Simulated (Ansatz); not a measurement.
```yaml
crystal:
  periodic: [false, false, false]
  atoms:
    - {symbol: Ca, position_ang: [3.204830, 0.667838, 0.470724]}
    - {symbol: Ca, position_ang: [-2.124187, -0.618181, 0.627642]}
    - {symbol: Ca, position_ang: [0.079172, 2.217087, -0.596508]}
    - {symbol: Ca, position_ang: [0.111384, -3.258620, -0.521354]}
    - {symbol: Se, position_ang: [0.871369, -0.681699, -0.003273]}
    - {symbol: Se, position_ang: [-2.337673, -3.353295, 0.227134]}
    - {symbol: Se, position_ang: [-2.496158, 1.953209, 0.036538]}
    - {symbol: Se, position_ang: [2.691263, 3.073662, -0.240894]}
basis:
  gaussian: {orbitals: def2-TZVP, initial_orbitals: start.molden}
hamiltonian: {xc: {name: CAM-B3LYP}, dispersion: d4}
scf: {omitted_lower_state_checks: [starts]}
output: {orbitals: {seedname: orbitals}}
```

The file start.molden holds the orbitals of an earlier run on this structure, at another level or in another basis.

```sh
$ ansatz run in.yaml --threads 4 --pin off --events-out ev --progress --plain --max-ram 4787MiB
```

Q: Does this run fit into the memory that it is given?

A: No. It has 336 basis functions, and Ansatz plans for 7 GiB where 5 GiB are given.
